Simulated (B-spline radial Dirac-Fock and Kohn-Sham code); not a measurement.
**What relativity does to the binding energies of Hg²⁰⁺**

System: Hg²⁰⁺, [Kr] 4d10 4f13 5s1 (tabulated as the ground configuration, which this calculation does not bear out).

Both columns are ΔSCF binding energies of the configuration average from a radial B-spline solver: non-relativistic Hartree-Fock with a point nucleus, and Dirac-Fock with a finite nucleus and the Coulomb interaction alone, averaged over the two j levels with weights 2j+1.

| shell | Hartree-Fock (eV) | Dirac-Fock (eV) | shift (eV) | shift (%) |
| --- | --- | --- | --- | --- |
| 1s | 76037.3 | 84077.4 | +8040.12 | +10.57 |
| 2s | 13259.2 | 15426.0 | +2166.84 | +16.34 |
| 2p | 12751.8 | 13487.3 | +735.46 | +5.77 |
| 3s | 3540.8 | 4088.8 | +548.05 | +15.48 |
| 3p | 3301.2 | 3512.2 | +211.04 | +6.39 |
| 3d | 2859.6 | 2844.6 | -14.97 | -0.52 |
| 4p | 1050.1 | 1106.1 | +56.01 | +5.33 |
| 4d | 856.8 | 856.0 | -0.80 | -0.09 |
| 4f | 596.6 | 584.9 | -11.73 | -1.97 |
| 5s | 506.2 | 547.2 | +41.04 | +8.11 |

Relativity binds 1s, 2s, 2p, 3s, 3p, 4p, 5s more strongly, among those listed most of all 2s in relative terms, and 3d, 4d, 4f more weakly, because the contracted s and p shells screen the nucleus better.
